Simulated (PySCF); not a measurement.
- shieldings: GIAO PBE0/pcSseg-1
- geometry from GFN2-xTB
- program: PySCF 2.14.0 with density-fitted response routines
- a single conformation, rapidly exchanging positions averaged, no solvent model, no relativistic terms

Shifts are taken against calculated references (same method and geometry level): 1H (31.72 ppm), 13C (186.93 ppm) against TMS. Shifts are as computed. Against solution values, carbons near 30 ppm lie about +3 ppm off and those near 130 ppm about +5 ppm. Of 1211 compounds with measured shifts, 218 miss one by over three times the rms of a fit or turn the order of signals round; such compounds aren't used in these exercises.

Question: Order these molecules by the shift of their most shielded carbon-bound hydrogen, lowest δ first.
A. O=Cc1cpcpc1
B. C[C@H]1OCC=C1OC(F)(F)F
C. C=C/C(F)=C\C#CC#N
D. N#Cc1ccccc1F

Answer: B (1.34 ppm, hydrogen on a methyl carbon), C (5.56 ppm, hydrogen on an alkene CH), D (7.49 ppm, hydrogen on an aromatic CH), A (9.98 ppm, hydrogen on an aromatic CH).

Question: Order these molecules by the shift of their most shielded carbon, lowest δ first.
A. O=Cc1cpcpc1
B. N#Cc1ccccc1F
C. C=C/C(F)=C\C#CC#N
D. C[C@H]1OCC=C1OC(F)(F)F

Answer: D (23.0 ppm, methyl carbon), C (79.6 ppm, alkyne carbon), B (106.7 ppm, substituted aromatic carbon), A (138.6 ppm, substituted aromatic carbon).

Question: How many 13C and 1H signals does each give (equivalence by symmetry and fast rotation, but not about amide C–N or C=N bonds)? `C=C/C(F)=C\C#CC#N`, `C[C@H]1OCC=C1OC(F)(F)F`, `O=Cc1cpcpc1`, `N#Cc1ccccc1F`

Answer: C=C/C(F)=C\C#CC#N: 7 C, 4 H; C[C@H]1OCC=C1OC(F)(F)F: 6 C, 5 H; O=Cc1cpcpc1: 4 C, 3 H; N#Cc1ccccc1F: 7 C, 4 H.
